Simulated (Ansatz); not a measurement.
Cartesian coordinates in Å:
```
C 0.590 0.461 -1.397
B 0.075 0.128 0.044
Ga -1.419 -1.312 0.307
B 0.643 0.843 1.436
F 1.649 0.345 2.156
H 0.972 1.478 -1.521
H 1.471 -0.198 -1.492
H -0.066 0.216 -2.234
H -1.074 -2.849 0.388
H -2.946 -0.935 0.413
H 0.105 1.823 1.900
```

Charge 0, multiplicity 1.

Task: List the PBE/def2-TZVPP orbital energies in eV (Ansatz). (Best estimate.)

Result: Ansatz gave: Occupied: -10093.51, -1233.47, -1093.19, -1093.07, -1093.07, -660.21, -268.92, -177.89, -177.15, -143.17, -97.83, -97.49, -97.47, -30.10, -19.84, -19.69, -19.68, -19.56, -19.51, -17.70, -13.53, -12.02, -11.08, -10.90, -10.70, -10.22, -9.92, -9.20, -7.27, -7.22, -5.78. Lowest empty: -2.78, -2.72, -1.35, 0.41, 0.53, 1.48, 1.61, 1.77.
